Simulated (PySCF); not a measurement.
# Static response to an electric field

Compound: C4H5FO3Si.
Geometry (GFN2-xTB, Å), atoms numbered from 1 in this order:
```xyz
14
C4H5FO3Si angstrom
O      0.9071   -1.9842   -0.9284
C      1.6400   -1.0514   -0.6260
C      1.1795    0.1205    0.0133
C      0.1222    0.8366    0.4164
O     -1.1335    0.9739    0.5474
Si    -2.3033   -0.2021    0.0846
O     -1.6231   -1.5947   -0.2573
C      1.4496    1.4737    0.5837
F      1.7954    2.5005   -0.2700
H      2.7159   -1.0899   -0.8507
H     -3.0589   -0.3020    1.3190
H     -2.9266    0.4677   -1.0464
H     -0.6942   -1.7927   -0.5494
H      1.9292    1.6434    1.5417
```

Level: CAM-B3LYP/def2-SVPD (PySCF), static field, nuclei fixed, core orbitals frozen in the response. The polarisability tensor in these axes (au):

```
x   94.94 -1.13 -4.78
y   -1.13 86.58 10.72
z   -4.78 10.72 64.06
```

Task: What are the eigenvalues, a third of the trace, and Δα (Δα² = ½Σ(αi − αj)² over the three pairs)?

Result: Principal values 59.32, 89.53 and 96.73 au; mean 81.86 au = 12.13 Å³ = 13.50 × 10⁻⁴⁰ C²·m²/J; Δα = 34.39 au (42 % of the mean).

Task: What is the dipole moment, and where does it point?

Result: (0.25, 0.48, 1.26) D, 1.37 D in size, pointing from the negative to the positive side. Measured along this direction, the outermost atoms are O1, H12 and H13 at the negative end and H14 at the positive end.

Task: In a dilute gas of rigid molecules at 298 K, how does the orientational term μ²/3kT compare with the electronic polarisability?

Result: In Gaussian units μ²/3kT = 15.29 Å³ against 12.13 Å³, a ratio of 1.26; the Debye molar polarisation (4π/3)N_A(α + μ²/3kT) is 69.2 cm³/mol, leaving out the vibrational part.

Task: In TDDFT the mean static polarisability is Σ f/ω² over all singlet excitations (ω in hartree). How much of it do the 8 lowest give? Their energies (eV) and oscillator strengths: 4.06, 0.0016; 5.06, 0.2241; 5.52, 0.0317; 5.98, 0.0017; 6.56, 0.0215; 7.18, 0.0207; 7.68, 0.0046; 7.84, 0.0016.

Result: They add up to 8.11 au, 9.9 % of the 81.86 au; the largest single term is 6.49 au, from the state at 5.06 eV. Terms in order: 0.07, 6.49, 0.77, 0.04, 0.37, 0.30, 0.06, 0.02 au. Higher excitations give the rest. The strengths listed sum to 0.308.

Task: Traceless (Buckingham) quadrupole moment about the centre of nuclear charge: eigenvalues?

Result: -17.33, 3.26, 14.07 D·Å. The values depend on the origin, since the dipole doesn't vanish. The electronic extent ⟨r²⟩ about the same centre is 1480 bohr², a root-mean-square distance of 2.33 Å for the 76 electrons.

Geometry: GFN2-xTB, one conformer, isolated molecule.

These values come from a run that also computed excited states. Hardware: Arm Neoverse V1, one thread, no GPU, shared host with 32 logical CPUs at a one-minute load of 19. Cost: 95 s (with the writing of density and orbital grids), 1.1 GiB resident at most.
